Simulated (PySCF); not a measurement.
Working out the ionisation energy of Zn⁺

Zn⁺ [Ar] 3d10 4s1 (2S) → Zn²⁺ [Ar] 3d10 (1S). Calculation: PySCF 2.14, in cc-pVDZ-DK (6s5p3d1f, 43 functions); the spin-free X2C one-electron Hamiltonian (Gaussian nucleus). Frozen: [Ar]. Energies in hartree (1 hartree = 27.21139 eV):

```
            part   Zn⁺ (lower)  Zn²⁺ (upper)
             UHF  -1793.980332  -1793.360922
CCSD correlation     -0.363878     -0.337735
             (T)     -0.005501     -0.003678
```

What does Hartree-Fock give?

(-1793.360922) − (-1793.980332) = 0.619410 hartree = 16.855 eV.

What do CCSD and CCSD(T) give?

The CCSD correlation energies differ by 0.026143 hartree = 0.711 eV and the triples by 0.001823 hartree = 0.050 eV, so CCSD gives 17.566 eV and CCSD(T) 17.616 eV.

Measured between the centres of the two terms (NIST): 17.964 eV, so CCSD(T) (valence) is off by -0.348 eV.

A double-zeta basis recovers only part of the correlation energy.

What remains against the reference includes basis incompleteness, the frozen core and higher excitations.
